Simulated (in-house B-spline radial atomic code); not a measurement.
# Functionals against successive ionisation energies: Fe to Fe⁶⁺

Ionisation energies as differences of self-consistent total energies from an all-electron radial atomic-structure program (B-spline basis): all electrons, radial basis limit, scalar-relativistic (one-electron X2C), spin-polarised at highest spin, spherical densities; exact exchange is averaged over the determinants of each configuration. No spin-orbit coupling, Breit or QED terms. NIST's values run from ground level to ground level, so in open shells the differences also hold multiplet and fine-structure energies that spherical high-spin averages miss. Columns give computed minus NIST, in eV; a star marks a semi-empirical value. Species are left out where the tabulated value is theory, is uncertain by more than 0.12 eV, or (13 ions, such as In⁴⁺, Te⁴⁺ and Bi⁴⁺) lies off its series for all methods alike, which flatters the means a little.

| species | shell | NIST (eV) | LDA exchange-only | RPBE | BP86 | TPSS |
| --- | --- | --- | --- | --- | --- | --- |
| Fe | 4s | 7.90 | -1.12 | -0.16 | +0.13 | -0.29 |
| Fe⁺ | 4s | 16.20 | +0.19 | +0.52 | +0.75 | +0.41 |
| Fe²⁺ | 3d | 30.65 ± 0.01 | -1.10 | +0.42 | +0.68 | +0.20 |
| Fe³⁺ | 3d | 54.91 ± 0.04 | -1.09 | +0.08 | +0.15 | +0.07 |
| Fe⁵⁺ | 3d | 98.98 ± 0.01 | -0.98 | +0.47 | +0.55 | +0.39 |
| Fe⁶⁺ | 3d | 124.97 | -2.03 | -0.49 | -0.38 | -0.62 |

Question: How do the methods rank, and which species is hardest?

Answer: Mean absolute (signed) differences: TPSS 0.33 (+0.03) eV; RPBE 0.36 (+0.14) eV; BP86 0.44 (+0.31) eV; LDA exchange-only 1.08 (-1.02) eV. For Fe⁵⁺, which loses a 3d electron, the nearest method is off by +0.39 eV, the largest such miss. The first two are tied within the accuracy of the references.
